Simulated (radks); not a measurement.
Hg2+, configuration [Kr] 4d10 4f14 5s2 5p5 5d10 6d1 (not the ground configuration).

All-electron calculation, Dirac Kohn-Sham, exchange-only LDA, spin-unpolarised, spherical densities, finite nucleus; open shells fill j = l - 1/2 first; Fermi nuclear charge, rms radius 5.4648 fm. Program: a radial shooting solver on a logarithmic mesh with Libxc functionals.

Energy parts (hartree):
| part | energy |
|---|---|
| total | -19634.3676 |
| kinetic | 22635.5916 |
| electron-nucleus | -49460.8713 |
| Hartree | 7544.2256 |
| exchange | -353.3135 |

Orbitals (lengths in bohr, moments of r in powers of bohr; <r^-3> diverges for s and p1/2; r(90%) holds 90 % of the orbital's charge):
\begin{tabular}{lrrrrrrr}
orbital & occ. & eigenvalue (hartree) & <1/r> & <r^-3> & r(90%) & <r> & small-component weight \\ \hline
1s1/2 & 2 & -3048.664 & 97.42 & - & 0.0304 & 0.01660 & 9.24e-02 \\
2s1/2 & 2 & -540.8253 & 24.00 & - & 0.109 & 0.06930 & 2.12e-02 \\
2p1/2 & 2 & -519.2809 & 23.97 & - & 0.0951 & 0.05694 & 2.13e-02 \\
2p3/2 & 4 & -447.7845 & 19.41 & 21420 & 0.107 & 0.06561 & 1.89e-02 \\
3s1/2 & 2 & -129.1074 & 8.805 & - & 0.265 & 0.1803 & 7.10e-03 \\
3p1/2 & 2 & -119.3351 & 8.725 & - & 0.257 & 0.1705 & 7.06e-03 \\
3p3/2 & 4 & -103.5035 & 7.532 & 5004 & 0.279 & 0.1864 & 6.35e-03 \\
3d3/2 & 4 & -87.19046 & 7.434 & 876.0 & 0.252 & 0.1622 & 6.24e-03 \\
3d5/2 & 6 & -83.79512 & 7.164 & 722.8 & 0.259 & 0.1670 & 6.05e-03 \\
4s1/2 & 2 & -29.17125 & 3.734 & - & 0.573 & 0.3994 & 2.42e-03 \\
4p1/2 & 2 & -24.97470 & 3.627 & - & 0.583 & 0.4013 & 2.33e-03 \\
4p3/2 & 4 & -21.14258 & 3.211 & 1214 & 0.632 & 0.4357 & 2.06e-03 \\
4d3/2 & 4 & -14.25072 & 3.011 & 191.4 & 0.661 & 0.4426 & 1.86e-03 \\
4d5/2 & 6 & -13.53603 & 2.916 & 154.3 & 0.677 & 0.4538 & 1.79e-03 \\
5s1/2 & 2 & -5.35658 & 1.534 & - & 1.28 & 0.8980 & 6.33e-04 \\
4f5/2 & 6 & -4.65545 & 2.555 & 32.75 & 0.766 & 0.4787 & 1.42e-03 \\
4f7/2 & 8 & -4.50105 & 2.518 & 31.09 & 0.776 & 0.4854 & 1.39e-03 \\
5p1/2 & 2 & -3.95619 & 1.411 & - & 1.39 & 0.9640 & 5.49e-04 \\
5p3/2 & 3 & -3.26469 & 1.259 & 215.6 & 1.53 & 1.058 & 4.65e-04 \\
5d3/2 & 4 & -1.35028 & 0.9662 & 21.44 & 2.05 & 1.358 & 2.83e-04 \\
5d5/2 & 6 & -1.27241 & 0.9311 & 16.80 & 2.13 & 1.404 & 2.66e-04 \\
6d3/2 & 1 & -0.32620 & 0.2806 & 1.704 & 6.47 & 4.451 & 2.95e-05 \\
6d5/2 & 0 & -0.31989 & 0.2754 & 1.404 & 6.59 & 4.542 & 2.89e-05 \\
\end{tabular}

The highest occupied level is 6d3/2 at -8.876 eV. The density falls to 0.001 e/bohr^3 at r = 4.59 bohr. Summed over all electrons, <r^2> = 60.76 bohr^2, which gives a Langevin (diamagnetic) susceptibility term of -48.1 x 10^-6 cm^3/mol. The electron density at the nucleus is 2.314e+06 e/bohr^3.
